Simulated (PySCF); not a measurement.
BClH₂N (calculated)

All values are calculated (PySCF 2.14.0). Calculation on a computer-drawn molecule: vertical ionisation energy to the stated ion spin, frozen-core CCSD(T) at the basis limit and cheaper methods, single-reference cases, UHF for radicals, no spin-orbit; all values are single points at the evaluated structure, the first of each entry, which is the reference or a displaced copy of it and isn't optimised; the reference structure only sets the zero of the energies above reference; triples share is (T) over the correlation energy.

Common to all runs: charge 1; multiplicity 1; ion multiplicity 2; diffuse functions no; basis cc-pV(n+d)Z; reference is the Hartree-Fock double-zeta minimum; best is HF at quadruple zeta + MP2 correlation extrapolated from triple and quadruple zeta + CCSD(T) minus MP2 at triple zeta; basis step is the size of the change from the same recipe one zeta lower.

(1) BClH₂N

Evaluated structure:
```xyz
5
BClH2N
N     -0.4376     0.0251    -0.8679
B     -1.0063     0.1819    -2.0500
Cl    -1.7096     0.3681    -3.5096
H     -0.9701    -0.0360    -0.0132
H      1.0107    -0.0690    -0.6981
```

Reference structure:
```xyz
5
BClH2N
N     -0.4365     0.0250    -0.8707
B     -1.0067     0.1785    -2.0526
Cl    -1.7102     0.3679    -3.5104
H     -0.9662    -0.0365    -0.0137
H      0.5638    -0.0402    -0.7524
```

The calculation gives: ionisation energy best 17.91 eV; ionisation energy basis step 0.06995 eV; energy above reference best 44.57 kcal/mol; energy above reference basis step 0.1542 kcal/mol; ionisation energy Koopmans at triple zeta 18.6 eV; ionisation energy EOM CCSD at triple zeta 17.79 eV; total energy HF triple zeta -539.5574 hartree; total energy CCSD(T) triple zeta -540.0853 hartree; total energy best -540.1593 hartree; T1 diagnostic at triple zeta 0.01414; D1 diagnostic at triple zeta 0.03643; ion T1 diagnostic at triple zeta 0.03748; ion D1 diagnostic at triple zeta 0.1842; ion spin squared at triple zeta 0.7839; triples share at triple zeta 0.04417; basis functions triple zeta 127.

Drawn bonds:
```
atom  other atom  order
   1           2      1
   2           3      1
   1           4      1
   1           5      1
```

Triple zeta:
```
 method  ionisation energy (eV)  energy above reference (kcal/mol)
     HF                   16.48                              52.28
    PBE                   17.51                              40.93
 r2SCAN                   17.52                              44.06
  B3LYP                   17.66                              43.73
  wB97X                    17.8                              46.13
    MP2                      18                              45.18
   CCSD                   17.72                              45.77
CCSD(T)                   17.75                               44.6
```

(2) BClH₂N

Evaluated structure:
```xyz
5
BClH2N
N     -0.4376     0.0251    -0.8679
B     -1.0063     0.1819    -2.0500
Cl    -1.7096     0.3681    -3.5096
H     -0.9701    -0.0360    -0.0132
H      1.1158    -0.0758    -0.6857
```

Reference structure:
```xyz
5
BClH2N
N     -0.4365     0.0250    -0.8707
B     -1.0067     0.1785    -2.0526
Cl    -1.7102     0.3679    -3.5104
H     -0.9662    -0.0365    -0.0137
H      0.5638    -0.0402    -0.7524
```

Drawn bonds:
```
atom  other atom  order
   1           2      1
   2           3      1
   1           4      1
   1           5      1
```

**Q.** BClH₂N (entry 2): ion T1 diagnostic at triple zeta?
**A.** 0.03726

**Q.** BClH₂N (entry 2): energy above reference best?
**A.** 57.9 kcal/mol

**Q.** Estimate the energy above reference basis step of BClH₂N (entry 2).
**A.** 0.2217 kcal/mol

Further results for BClH₂N (entry 2):

- ionisation energy best: 17.77 eV
- ionisation energy basis step: 0.06408 eV
- ionisation energy Koopmans at triple zeta: 18.48 eV
- ionisation energy EOM CCSD at triple zeta: 17.63 eV
- total energy HF triple zeta: -539.5328 hartree
- total energy CCSD(T) triple zeta: -540.0639 hartree
- total energy best: -540.1380 hartree
- T1 diagnostic at triple zeta: 0.01468
- D1 diagnostic at triple zeta: 0.03697
- ion D1 diagnostic at triple zeta: 0.1777
- ion spin squared at triple zeta: 0.7924
- triples share at triple zeta: 0.04494
- basis functions triple zeta: 127

Triple zeta:
```
 method  ionisation energy (eV)  energy above reference (kcal/mol)
     HF                   16.27                              67.72
    PBE                   17.38                              53.62
 r2SCAN                   17.37                              57.38
  B3LYP                   17.52                                 57
  wB97X                   17.64                              60.17
    MP2                   17.86                              58.82
   CCSD                   17.57                              59.53
CCSD(T)                   17.61                              58.01
```
